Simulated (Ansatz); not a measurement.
Geometry optimisation of C₂H₂ClOSi, SMILES `[C]#C[SiH](O)Cl` radical.

```yaml
crystal:
  periodic: [false, false, false]
  atoms:
    - {symbol: C, position_ang: [0.359103, -2.173971, 1.503449]}
    - {symbol: C, position_ang: [0.358138, -1.086246, 0.905288]}
    - {symbol: Si, position_ang: [0.024848, 0.522082, 0.077168]}
    - {symbol: O, position_ang: [-1.091332, 0.354383, -1.143192]}
    - {symbol: Cl, position_ang: [1.870497, 1.158270, -0.639058]}
    - {symbol: H, position_ang: [-0.521726, 1.535158, 1.017677]}
    - {symbol: H, position_ang: [-0.938427, -0.377676, -1.767133]}
basis:
  gaussian: {orbitals: def2-TZVP}
magnetization: {spin_polarized: true, initial_magnetization: 1}
hamiltonian: {xc: pbe0, dispersion: d4}
relax: {f_tol: 0.005, max_steps: 150}
```

```sh
$ ansatz run in.yaml --threads 4 --pin off --events-out ev --progress --plain --max-ram 10444MiB
```

Shortened log:

```
Functional definition: PBE0
mean field -24541.73911643 eV, -901.8922775405 hartree, gradient 5.2e-6 eV, S^2 0.789503; 4 other end points of the search recorded, 0 dependent functions left out
relax step   1: F+E_penalty+E_count = -24541.89712473 eV  Δ(F+E_penalty+E_count) = +0.000e0 eV  max|allowed force component| = 2.098e0 eV/Å  Δτ_max = 0.0000 Å  (176 SCF iters, accepted)
mean field -24541.80931067 eV, -901.8948571314 hartree, gradient 2.0e-5 eV, S^2 0.785960; 0 other end points of the search recorded, 0 dependent functions left out
relax step   2: F+E_penalty+E_count = -24541.96848235 eV  Δ(F+E_penalty+E_count) = -7.136e-2 eV  max|allowed force component| = 4.858e-1 eV/Å  Δτ_max = 0.0349 Å  (56 SCF iters, accepted)
mean field -24541.81765213 eV, -901.8951636742 hartree, gradient 4.3e-5 eV, S^2 0.785850; 0 other end points of the search recorded, 0 dependent functions left out
relax step   3: F+E_penalty+E_count = -24541.97710164 eV  Δ(F+E_penalty+E_count) = -8.619e-3 eV  max|allowed force component| = 1.553e-1 eV/Å  Δτ_max = 0.0164 Å  (54 SCF iters, accepted)
mean field -24541.81940263 eV, -901.8952280040 hartree, gradient 1.2e-5 eV, S^2 0.786110; 0 other end points of the search recorded, 0 dependent functions left out
relax step   4: F+E_penalty+E_count = -24541.97896021 eV  Δ(F+E_penalty+E_count) = -1.859e-3 eV  max|allowed force component| = 8.498e-2 eV/Å  Δτ_max = 0.0090 Å  (56 SCF iters, accepted)
mean field -24541.82172221 eV, -901.8953132471 hartree, gradient 4.3e-5 eV, S^2 0.786335; 0 other end points of the search recorded, 0 dependent functions left out
relax step   5: F+E_penalty+E_count = -24541.98127356 eV  Δ(F+E_penalty+E_count) = -2.313e-3 eV  max|allowed force component| = 2.154e-1 eV/Å  Δτ_max = 0.0509 Å  (51 SCF iters, accepted)
mean field -24541.82357565 eV, -901.8953813597 hartree, gradient 9.4e-6 eV, S^2 0.787768; 0 other end points of the search recorded, 0 dependent functions left out
relax step   6: F+E_penalty+E_count = -24541.98310639 eV  Δ(F+E_penalty+E_count) = -1.833e-3 eV  max|allowed force component| = 1.362e-1 eV/Å  Δτ_max = 0.0627 Å  (53 SCF iters, accepted)
mean field -24541.82483930 eV, -901.8954277979 hartree, gradient 3.3e-5 eV, S^2 0.787527; 0 other end points of the search recorded, 0 dependent functions left out
relax step   7: F+E_penalty+E_count = -24541.98447047 eV  Δ(F+E_penalty+E_count) = -1.364e-3 eV  max|allowed force component| = 1.290e-2 eV/Å  Δτ_max = 0.0388 Å  (50 SCF iters, accepted)
mean field -24541.82488232 eV, -901.8954293788 hartree, gradient 1.1e-5 eV, S^2 0.787533; 0 other end points of the search recorded, 0 dependent functions left out
relax step   8: F+E_penalty+E_count = -24541.98453300 eV  Δ(F+E_penalty+E_count) = -6.253e-5 eV  max|allowed force component| = 2.457e-2 eV/Å  Δτ_max = 0.0144 Å  (53 SCF iters, accepted)
mean field -24541.82491881 eV, -901.8954307200 hartree, gradient 1.0e-5 eV, S^2 0.787537; 0 other end points of the search recorded, 0 dependent functions left out
relax step   9: F+E_penalty+E_count = -24541.98457083 eV  Δ(F+E_penalty+E_count) = -3.783e-5 eV  max|allowed force component| = 2.996e-3 eV/Å  Δτ_max = 0.0045 Å  (55 SCF iters, accepted)
mean field -24541.82491881 eV, -901.8954307200 hartree, gradient 3.3e-5 eV, S^2 0.787537; 5 other end points of the search recorded, 0 dependent functions left out
Total energy: -24541.98459997 eV, -901.9012988942 hartree
Atom 0 at     0.436043    -2.141821     1.499798 Å, force     0.000124    -0.000493    -0.000314 eV/Å
Atom 1 at     0.286017    -1.083081     0.928752 Å, force    -0.001221    -0.001216     0.001803 eV/Å
Atom 2 at     0.012682     0.504789     0.075764 Å, force     0.000725     0.000304    -0.002996 eV/Å
Atom 3 at    -1.071784     0.346920    -1.124394 Å, force     0.002518    -0.000838     0.000379 eV/Å
Atom 4 at     1.835449     1.107247    -0.629351 Å, force    -0.000536     0.001335     0.000114 eV/Å
Atom 5 at    -0.511051     1.520731     0.998869 Å, force    -0.000101     0.000211     0.000043 eV/Å
Atom 6 at    -0.926256    -0.322786    -1.795240 Å, force    -0.001509     0.000697     0.000972 eV/Å
Dipole moment:    -0.091724    -0.205169    -0.101951 e Å
```

Run time 57 s (4 threads of an Arm Neoverse V1 on a shared host); peak host memory 0.56 GiB.
